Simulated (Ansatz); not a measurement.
`COC(C)S` and `C[CH](S)[Zn][F]` differ in one atom or group.

Ansatz, PBE0-D4/def2-TZVP geometries, multiplicity 1. Each molecule was computed in one conformer, which needn't be the lowest.

Scalar relativity is left out up to krypton.

| property | `COC(C)S` |
| --- | --- |
| size of the dipole moment (ωB97M-V/def2-TZVPP) / D | 0.83 |
| HOMO energy (ωB97M-V/def2-TZVPP) / eV | -9.29 |
| HOMO–LUMO gap (B3LYP/def2-TZVPP) / eV | 7.04 |
| LUMO energy (PBE0/def2-TZVPP) / eV | 0.55 |
| HOMO–LUMO gap (PBE0/def2-TZVPP) / eV | 7.57 |
| HOMO–LUMO gap (PBE/def2-TZVPP) / eV | 5.34 |

**Question.** What does the change do to each property? (Estimate.)

**Answer.** Ansatz gave: 
| property | `C[CH](S)[Zn][F]` | shift |
| --- | --- | --- |
| size of the dipole moment (ωB97M-V/def2-TZVPP) / D | 2.58 | 1.75 |
| HOMO energy (ωB97M-V/def2-TZVPP) / eV | -8.84 | 0.45 |
| HOMO–LUMO gap (B3LYP/def2-TZVPP) / eV | 5.26 | -1.78 |
| LUMO energy (PBE0/def2-TZVPP) / eV | -0.94 | -1.49 |
| HOMO–LUMO gap (PBE0/def2-TZVPP) / eV | 5.75 | -1.82 |
| HOMO–LUMO gap (PBE/def2-TZVPP) / eV | 3.79 | -1.55 |

With PBE0 the HOMO rises by 0.33 eV and the LUMO falls by 1.49 eV, so the gap narrows by about 1.82 eV. PBE moves the HOMO by 0.17 eV and ωB97M-V by 0.45 eV. Dipoles are sizes alone; their direction can turn.

B3LYP here is the variant with VWN-RPA as its local correlation; programs differ in this.
